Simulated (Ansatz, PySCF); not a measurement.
C2H5NOSi, SMILES N#CC[SiH2]O. Atoms are numbered in the order given.

```xyz
10

N     -0.3810     2.8522     0.0000
C      0.1694     1.8316     0.0000
C      0.7995     0.5220     0.0000
Si    -0.4788    -0.8824     0.0000
O      0.4597    -2.2597     0.0000
H      1.4445     0.4125    -0.8878
H      1.4445     0.4125     0.8878
H     -1.3315    -0.7749     1.2168
H     -1.3315    -0.7749    -1.2168
H      0.0225    -3.1188     0.0000
```
Charge 0, spin multiplicity 1.

Geometry optimised at B3LYP-D3(BJ)/def2-SVP. This is a generated structure with no PubChem entry under its InChIKey; it may be hypothetical. The values are those of a single conformer.

Two levels are set side by side: PBE-D3(BJ)/def2-SVP (Ansatz, a first-principles code) and B3LYP-D3(BJ)/def2-SVP (Ansatz). Each level has its own optimised geometry; the coordinates shown are those of the second. Frequencies come from the Hessian of PySCF at each geometry. Differences are taken from unrounded values.

```
quantity                            B3LYP-D3(BJ)
----------------------------------  ------------
mean bond length (Å)                       1.370
bond N1–C2 (Å)                             1.160
bond C2–C3 (Å)                             1.453
bond C3–Si4 (Å)                            1.899
bond Si4–O5 (Å)                            1.667
bond C3–H6 (Å)                             1.103
bond C3–H7 (Å)                             1.103
bond Si4–H8 (Å)                            1.490
bond Si4–H9 (Å)                            1.490
bond O5–H10 (Å)                            0.964
highest harmonic wavenumber (cm⁻¹)          3881
mean harmonic wavenumber (cm⁻¹)             1225
zero-point energy (kcal/mol)               42.02
```

Problem. What does PBE-D3(BJ) give, and how far is it from B3LYP-D3(BJ)? (The exact figures need the calculation; the answer reports its results.)

Solution. 
```
quantity                            PBE-D3(BJ)  PBE-D3(BJ) minus B3LYP-D3(BJ)
----------------------------------  ----------  -----------------------------
mean bond length (Å)                     1.379                          0.009
bond N1–C2 (Å)                           1.173                          0.013
bond C2–C3 (Å)                           1.452                         -0.001
bond C3–Si4 (Å)                          1.906                          0.007
bond Si4–O5 (Å)                          1.680                          0.013
bond C3–H6 (Å)                           1.111                          0.008
bond C3–H7 (Å)                           1.111                          0.008
bond Si4–H8 (Å)                          1.504                          0.014
bond Si4–H9 (Å)                          1.504                          0.014
bond O5–H10 (Å)                          0.972                          0.008
highest harmonic wavenumber (cm⁻¹)        3774                           -107
mean harmonic wavenumber (cm⁻¹)           1189                            -36
zero-point energy (kcal/mol)             40.79                          -1.23
```

Exact exchange shortens and stiffens bonds; PBE has none. Differences between two approximate levels are no errors against the true value.
